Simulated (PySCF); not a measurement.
# How methods differ on the ionisation energy of B²⁺

B²⁺ [He] 2s1 (2S) → B³⁺ 1s2 (1S), as a difference of total energies. Computed with PySCF 2.14 in def2-SVP, with no relativity, point nucleus. The calculations carry no spin-orbit coupling.

```csv
method,ionisation energy (eV),error (eV)
UHF,37.309,-0.622
M06-2X,37.637,-0.294
M06-L,36.855,-1.076
```

Reference: 37.931 eV (measured; NIST Atomic Spectra Database, ionization energies).
